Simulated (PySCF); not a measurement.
A structure optimised at PBE0-D3(BJ)/def2-SVP, used in a PySCF frequency run:

```
Sn
H 1 1.7002
Cl 1 2.3301 2 110.78
Cl 1 2.3301 2 110.78 3 118.73
Br 1 2.4667 2 112.07 3 -120.63
```

Question: Write its SMILES, formula and point group.

Answer: [Cl][SnH]([Cl])[Br], BrCl2HSn, Cs

Question: What are its rotational constants (standard atomic weights)?

Answer: 1.6917, 0.96898, 0.70087 GHz
